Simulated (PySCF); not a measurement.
**Polarisability as a sum over states**

Species: C7H5NSi.
SMILES with atom numbers: `[CH:1]#[C:2][C:3]#[C:4]/[C:5]([SiH3:6])=[CH:7]\[C:8]#[N:9]` (hydrogens: H10 on C1; H11, H12, H13 on Si6; H14 on C7)

Cartesian coordinates in Å at the GFN2-xTB level; atoms count from 1:
```xyz
14
C7H5NSi angstrom
C      4.0171    0.1549    1.2895
C      2.8706    0.1153    0.9162
C      1.5844    0.0671    0.5015
C      0.4353    0.0472    0.1068
C     -0.8995   -0.0385   -0.2869
Si    -1.9759   -1.3033    0.6396
C     -1.3880    0.7431   -1.2761
C     -0.6006    1.6776   -1.9636
N      0.0434    2.4437   -2.5276
H      5.0153    0.1961    1.6072
H     -3.3190   -1.2198    0.0654
H     -1.3864   -2.6256    0.4328
H     -1.9745   -0.9354    2.0550
H     -2.4231    0.6773   -1.5819
```

Method: TDDFT CAM-B3LYP/def2-SVPD, vertical, gas phase, core orbitals frozen in the response in PySCF.

Excitation energies and transition dipoles (atomic units, axes of the coordinates) of those of the lowest 8 singlets that add 0.02 au or more to the mean polarisability:

```tsv
state	ΔE (hartree)	μx	μy	μz
S2	0.1511	0.971	-0.567	0.941
S4	0.2045	1.071	-0.803	1.223
S7	0.2291	0.803	0.358	-0.082
```

Problem. What does each state add to αxx, αyy and αzz, and how do the sums compare with the full static tensor?

Solution. Each state adds 2 μα² / ΔE.

| state | αxx (au) | αyy (au) | αzz (au) |
| --- | --- | --- | --- |
| S2 | 12.48 | 4.26 | 11.72 |
| S4 | 11.22 | 6.31 | 14.62 |
| S7 | 5.62 | 1.12 | 0.06 |
| all 8 states | 29.3 | 11.7 | 26.4 |
| full response | 175.4 | 97.2 | 109.6 |
| share (%) | 17 | 12 | 24 |

The rest comes from the higher roots of the same response equations.

Problem. Give the full tensor and its principal values.

Solution. In au, rows and columns x, y, z:
```
x   175.4   5.0  33.1
y     5.0  97.2 -27.2
z    33.1 -27.2 109.6
```
Principal values 69.3, 123.3 and 189.6 au; mean 127.4 au (18.88 Å³).

Problem. By how much does the contribution of these states grow at 532 nm?

Solution. With ω = 0.0856 hartree each state's term in the mean polarisability goes from f / ΔE² to f / (ΔE² − ω²), f = (2/3) ΔE |μ|²; the sum over all 8 states goes from 22.50 to 29.64 au, a rise of 7.14 au.
